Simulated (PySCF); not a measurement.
Al(H)(Cl)(NMe2) (C₂H₇AlClN), SMILES C[N](C)[AlH][Cl].

Geometry optimised at B3LYP-D3(BJ)/def2-SVP. The structure was generated by enumeration; whether it is a known compound was not checked. Other conformers were not sampled.

The numbers are results of PBE/def2-TZVP in PySCF, not measurements.

The molecule is in vacuum.

- total energy = -837.45700 hartree
- point group = Cs
- highest occupied level = -5.42 eV
- lowest empty level = -1.36 eV
- orbital gap = 4.06 eV
- dipole moment = 2.04 D
- quadrupole, principal values (traceless, Buckingham form, about the centre of nuclear charge) = -2.56, -0.19, 2.75 D·Å
- mean static polarisability = 75.6 bohr³ (11.20 Å³)
- polarisability, principal values = 58.9, 75.8, 92.0 bohr³
